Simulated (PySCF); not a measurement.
C3H8B, CH7BNSi, CH6BNSi, CH6BOSi and others (calculated)

All values are calculated (PySCF 2.14.0). Calculation on a computer-drawn molecule: optimised geometry and harmonic frequencies of an isolated molecule of the commonest isotopes, restricted reference for singlets and unrestricted otherwise, frozen core in MP2.

Common to all runs: method HF.

(1) C3H8B

Start structure:
```xyz
12
C3H8B
B     -0.2735     1.5807     1.8443
C     -0.4314     0.9021     0.4542
C     -1.3269    -0.2701     0.3240
C     -1.3379    -0.8080    -1.0709
H     -0.5440     0.9511     2.8680
H      0.2906     2.5983     2.0433
H     -0.7518     1.7436    -0.2606
H      0.6362     0.6621     0.0702
H     -2.3235    -0.0705     0.6853
H     -0.8747    -1.0813     1.0052
H     -2.0916    -0.3973    -1.7953
H     -0.6060    -1.3263    -1.5191
```

- charge: 0
- multiplicity: 2
- basis: cc-pVDZ
- rotational constants: 26.31, 3.874, 3.607 GHz
- total energy: -142.8875 hartree
- spin squared: 0.7623
- convergence status largest gradient component: 8.086e-06 hartree/bohr

Drawn bonds:
```tsv
atom	other atom	order
1	2	1
2	3	1
3	4	1
1	5	1
1	6	1
2	7	1
2	8	1
3	9	1
3	10	1
4	11	1
4	12	1
```

Optimised structure:
```xyz
12
C3H8B
B     -0.2316     1.5528     1.8898
C     -0.4065     0.9522     0.4451
C     -1.2727    -0.3147     0.3117
C     -1.3918    -0.8254    -1.0947
H     -0.7468     1.0576     2.8581
H      0.4373     2.5405     2.0437
H     -0.8015     1.7545    -0.1955
H      0.6011     0.7706     0.0427
H     -2.2708    -0.1037     0.7077
H     -0.8526    -1.0989     0.9490
H     -2.0992    -0.3743    -1.7821
H     -0.5995    -1.4269    -1.5268
```

Modes:
```tsv
frequency (cm⁻¹)	reduced mass (dalton)
53.44	1.201
135.5	1.044
151	1.657
253	2.051
393.6	1.716
553.4	2.193
593.2	1.201
811	1.635
811.3	1.11
998.4	1.135
1008	2.128
1092	2.964
1127	2.598
1172	1.511
1307	1.18
1322	1.368
1362	1.437
1420	1.084
1468	1.521
1519	1.108
1561	1.175
1592	1.128
2657	1.055
2721	1.127
3129	1.063
3150	1.095
3170	1.061
3210	1.104
3268	1.052
3372	1.118
```

(2) CH7BNSi

Start structure:
```xyz
11
CH7BNSi
B     -1.5410    -0.8889     1.6335
C     -0.8501     0.4637     1.6694
N     -1.1884     1.3786     0.4938
Si    -0.0316     1.9443    -0.6397
H     -2.2643    -1.1470     0.7846
H     -1.3118    -1.6293     2.5454
H      0.2739     0.3833     1.8102
H     -1.1450     1.0729     2.5666
H     -2.1399     1.5102     0.4302
H      1.3873     1.7931    -0.4046
H     -0.6459     2.7166    -1.7048
```

* charge: 1
* multiplicity: 1
* basis: cc-pV(D+d)Z
* rotational constants: 23.6, 2.648, 2.548 GHz
* total energy: -409.7522 hartree
* convergence status largest gradient component: 2.96e-05 hartree/bohr

Drawn bonds:
```tsv
atom	other atom	order
1	2	1
2	3	1
3	4	1
1	5	1
1	6	1
2	7	1
2	8	1
3	9	1
4	10	1
4	11	1
```

Optimised structure:
```xyz
11
CH7BNSi
B     -1.6026    -0.8963     1.7277
C     -0.8011     0.4683     1.6303
N     -1.0945     1.2921     0.4259
Si    -0.0669     2.0597    -0.5731
H     -2.4543    -1.1682     0.9333
H     -1.3409    -1.6216     2.6363
H      0.2734     0.2769     1.6755
H     -1.0368     1.0596     2.5220
H     -2.0798     1.3575     0.2222
H      1.3646     1.9683    -0.3152
H     -0.6179     2.8012    -1.7002
```

Modes:
```tsv
frequency (cm⁻¹)	reduced mass (dalton)
75.62	2.566
229.7	1.318
243.6	1.422
323.1	1.566
416.8	1.869
632	1.314
668.2	1.544
740.2	1.234
776.4	1.09
810.2	1.605
966.6	1.737
1008	1.644
1041	1.786
1122	1.53
1191	3.001
1306	1.184
1314	1.105
1416	1.418
1523	1.233
1559	1.224
2440	1.026
2484	1.062
2715	1.055
2819	1.13
3184	1.065
3243	1.099
3747	1.076
```

(3) CH6BNSi

Start structure:
```xyz
10
CH6BNSi
B      0.6879     1.0033    -0.6426
C      0.8085    -0.4547    -0.1953
N     -0.1975     0.3672     0.5573
Si    -0.1027     1.0800     2.1059
H      0.0875     1.2150    -1.6794
H      1.4541     1.8305    -0.2921
H      0.3693    -1.3259    -0.6925
H      1.5428    -0.7745     0.5242
H     -1.1645     0.1475     0.1334
H      1.2300     0.6386     2.4157
```

* charge: 0
* multiplicity: 1
* basis: cc-pV(D+d)Z
* rotational constants: 14.89, 3.407, 3.187 GHz
* total energy: -409.3867 hartree
* convergence status largest gradient component: 3.066e-05 hartree/bohr

Drawn bonds:
```tsv
atom	other atom	order
1	2	1
2	3	1
3	4	1
1	5	1
1	6	1
2	7	1
2	8	1
3	9	1
4	10	1
```

Optimised structure:
```xyz
10
CH6BNSi
B      0.8915     0.9975    -0.9186
C      0.7290    -0.3609    -0.1411
N     -0.3357     0.1729     0.7443
Si    -0.2831     0.8815     2.3053
H      0.1363     1.2679    -1.8129
H      1.6755     1.8192    -0.5309
H      0.3556    -1.2194    -0.6984
H      1.5754    -0.6688     0.4670
H     -1.2413     0.1286     0.3113
H      1.2121     0.7086     2.5085
```

Modes:
```tsv
frequency (cm⁻¹)	reduced mass (dalton)
72.32	3.273
221.4	2.349
328.5	2.078
393.3	1.538
432	1.185
709.3	1.062
748.1	4.935
781.2	1.076
933.6	1.14
1001	1.884
1091	1.574
1112	1.641
1136	3.91
1271	1.103
1300	1.183
1391	1.43
1531	1.28
1590	1.099
2118	1.042
2670	1.053
2746	1.13
3225	1.063
3294	1.106
3781	1.076
```

(4) CH6BOSi

Start structure:
```xyz
10
CH6BOSi
B      0.9256    -0.6807     0.5394
C     -0.2520    -0.6612    -0.4771
O     -0.7570     0.6334    -0.8755
Si    -0.5175     2.1169    -0.3643
H      1.2118    -1.6945     0.9901
H      1.4471     0.2311     0.9961
H     -1.1370    -1.2100    -0.1112
H      0.0542    -1.1753    -1.4157
H     -1.5839     2.7558    -1.0461
H      0.8334     2.5845    -0.4656
```

- charge: 0
- multiplicity: 2
- basis: cc-pV(D+d)Z
- rotational constants: 18.69, 3.007, 2.872 GHz
- total energy: -429.8088 hartree
- spin squared: 0.7537
- convergence status largest gradient component: 1.056e-05 hartree/bohr

Drawn bonds:
```tsv
atom	other atom	order
1	2	1
2	3	1
3	4	1
1	5	1
1	6	1
2	7	1
2	8	1
4	9	1
4	10	1
```

Optimised structure:
```xyz
10
CH6BOSi
B      0.8082    -0.9376     0.8419
C     -0.1002    -0.4834    -0.3578
O     -0.7794     0.7434    -0.1906
Si    -0.3053     2.2377    -0.6894
H      1.3639    -1.9989     0.7529
H      0.9543    -0.2660     1.8231
H     -0.8573    -1.2612    -0.5173
H      0.4978    -0.4874    -1.2819
H     -1.4532     3.1490    -0.4877
H      0.0958     2.2045    -2.1231
```

Modes:
```tsv
frequency (cm⁻¹)	reduced mass (dalton)
44.91	2.781
119.8	1.17
202.2	1.587
249.8	1.375
386.8	2.469
608.5	1.391
716.3	2.083
790.6	1.342
869	1.222
901.7	2.591
990.7	1.071
1006	2.014
1135	1.525
1229	4.007
1315	1.247
1373	1.143
1459	1.532
1541	1.069
2250	1.037
2310	1.046
2680	1.057
2760	1.127
3123	1.068
3175	1.09
```

(5) C2H7AlB

Start structure:
```xyz
11
C2H7AlB
B     -0.0626    -0.1633    -0.5857
C      0.2003     0.7746     0.7255
C      1.7347     0.8083     1.0187
Al     2.0058     0.5356    -0.9436
H      0.1629    -1.2890    -0.4965
H     -0.7619     0.3132    -1.4638
H     -0.2246     1.7883     0.6374
H     -0.3710     0.3698     1.6125
H      2.0939    -0.0822     1.5484
H      2.0210     1.6610     1.6074
H      3.1417     0.7989    -1.9924
```

* charge: 0
* multiplicity: 2
* basis: cc-pV(D+d)Z
* rotational constants: 12.42, 3.007, 2.613 GHz
* total energy: -346.3550 hartree
* spin squared: 0.754
* convergence status largest gradient component: 9.693e-06 hartree/bohr

Drawn bonds:
```tsv
atom	other atom	order
1	2	1
2	3	1
3	4	1
1	5	1
1	6	1
2	7	1
2	8	1
3	9	1
3	10	1
4	11	1
```

Optimised structure:
```xyz
11
C2H7AlB
B     -0.5960    -0.2931    -0.2919
C      0.1388     0.7793     0.5928
C      1.6772     0.7586     0.6130
Al     2.6739     1.0920    -1.0737
H     -0.0010    -1.0176    -1.0511
H     -1.7928    -0.3979    -0.2376
H     -0.2357     1.7498     0.2276
H     -0.2765     0.7144     1.6089
H      2.0360    -0.2081     0.9953
H      2.0644     1.4976     1.3315
H      4.2519     0.8402    -1.0467
```

Modes:
```tsv
frequency (cm⁻¹)	reduced mass (dalton)
72.66	1.152
122.9	2.134
172	1.189
219.7	1.854
342	1.691
524.9	2.246
551.1	1.351
609.7	1.378
701.1	1.575
834.3	1.868
968.9	1.704
1056	1.206
1084	1.692
1184	1.332
1242	1.654
1317	1.166
1355	1.245
1438	1.74
1521	1.074
1539	1.094
1900	1.044
2642	1.059
2710	1.122
3103	1.063
3113	1.07
3139	1.088
3148	1.094
```

(6) CH6AlBN

Start structure:
```xyz
10
CH6AlBN
B      0.3285    -1.3191     1.4080
C      0.8941    -0.5619     0.1592
N      0.5299    -1.0925    -1.1685
Al     1.6578    -1.5255    -2.5392
H     -0.3176    -2.2018     1.3450
H      0.7283    -0.9738     2.4499
H      0.6155     0.4296     0.2660
H      2.0586    -0.5093     0.1735
H     -0.4434    -1.1831    -1.2235
H      3.1769    -1.8234    -2.2428
```

* charge: 0
* multiplicity: 2
* basis: cc-pV(D+d)Z
* rotational constants: 24.4, 2.603, 2.523 GHz
* total energy: -362.3853 hartree
* spin squared: 0.7552
* convergence status largest gradient component: 3.98e-05 hartree/bohr

Drawn bonds:
```tsv
atom	other atom	order
1	2	1
2	3	1
3	4	1
1	5	1
1	6	1
2	7	1
2	8	1
3	9	1
4	10	1
```

Optimised structure:
```xyz
10
CH6AlBN
B      0.3283    -1.2777     1.4262
C      0.9791    -0.6431     0.1434
N      0.5852    -1.1866    -1.1533
Al     1.5916    -1.6336    -2.5426
H     -0.5487    -2.0976     1.3612
H      0.6944    -0.9019     2.5082
H      0.7739     0.4410     0.2114
H      2.0692    -0.7031     0.2521
H     -0.4101    -1.3076    -1.2096
H      3.1656    -1.4506    -2.3693
```

Modes:
```tsv
frequency (cm⁻¹)	reduced mass (dalton)
70.93	2.674
187	1.086
219.3	2.118
299.8	1.472
382.6	2.213
578.8	1.286
597.3	1.185
646.5	1.432
735.3	2.176
893	2.333
1008	1.979
1123	1.473
1207	3.478
1286	1.089
1315	1.174
1413	1.445
1515	1.232
1550	1.203
1907	1.044
2662	1.056
2730	1.127
3063	1.073
3169	1.083
3777	1.074
```

(7) B2H4NSi

Start structure:
```xyz
8
B2H4NSi
B     -0.7003     0.5771    -0.3652
N     -0.4194    -0.2683    -1.3968
B     -0.1107    -1.0460    -2.3365
Si     0.2954    -2.1955    -3.8009
H     -0.8366     1.7145    -0.5182
H     -0.9856     0.0801     0.7068
H     -0.5654    -2.8116    -4.6865
H      1.7045    -2.5485    -4.2299
```

* charge: 1
* multiplicity: 1
* basis: cc-pV(D+d)Z
* rotational constants: 93.55, 2.075, 2.067 GHz
* total energy: -394.8030 hartree
* convergence status largest gradient component: 9.819e-06 hartree/bohr

Drawn bonds:
```tsv
atom	other atom	order
1	2	1
2	3	2
3	4	1
1	5	1
1	6	1
4	7	1
4	8	1
```

Optimised structure:
```xyz
8
B2H4NSi
B     -0.7536     0.5677    -0.3324
N     -0.4080    -0.2966    -1.4254
B     -0.1123    -1.0373    -2.3627
Si     0.3575    -2.2134    -3.8511
H     -0.8351     1.7367    -0.5467
H     -0.9419     0.0732     0.7350
H     -0.6789    -2.8010    -4.6980
H      1.7542    -2.5276    -4.1459
```

Modes:
```tsv
frequency (cm⁻¹)	reduced mass (dalton)
118.7	3.695
124	3.416
219.8	1.008
289.5	3.919
353.6	3.751
495.8	6.687
640.2	1.411
752.5	1.209
989	1.442
1012	1.068
1057	4.098
1083	1.36
1307	1.253
2122	12
2422	1.028
2461	1.059
2731	1.046
2836	1.134
```

(8) BH3NOSi

Start structure:
```xyz
7
BH3NOSi
B     -0.7128     1.5570     1.3031
N     -0.8290     0.3636     0.6322
Si    -0.9536    -1.1369     0.1161
O     -2.2936    -1.8798    -0.4237
H     -0.7910     1.6056     2.4955
H     -0.4612     2.5688     0.7204
H      0.2784    -1.8366     0.0205
```

- charge: -1
- multiplicity: 1
- basis: aug-cc-pV(D+d)Z
- rotational constants: ?
- total energy: ?

Drawn bonds:
```tsv
atom	other atom	order
1	2	1
2	3	2
3	4	1
1	5	1
1	6	1
3	7	1
```

Q: What rotational constants does the calculation give for BH3NOSi (entry 8)?
A: 34.57, 3.245, 3.043 GHz

Q: What total energy does the calculation give for BH3NOSi (entry 8)?
A: -444.7793 hartree

Q: Give the table of modes values for BH3NOSi (entry 8).
A: 
Modes:
```tsv
frequency (cm⁻¹)	reduced mass (dalton)
114.8	4.339
135.3	2.683
304	1.219
438.4	12.97
649.8	1.442
800.4	4.8
971.1	1.113
1014	1.371
1080	1.373
1219	5.035
1330	1.341
1654	11.01
2237	1.04
2409	1.119
2440	1.049
```

Further results for BH3NOSi (entry 8):

* convergence status largest gradient component: 9.796e-06 hartree/bohr

Optimised structure:
```xyz
7
BH3NOSi
B     -0.6979     1.5365     1.3226
N     -0.8053     0.3054     0.7553
Si    -1.0166    -1.1251     0.0812
O     -2.2337    -1.8790    -0.4565
H     -0.7920     1.7203     2.5342
H     -0.4843     2.5540     0.6671
H      0.2670    -1.8704    -0.0399
```
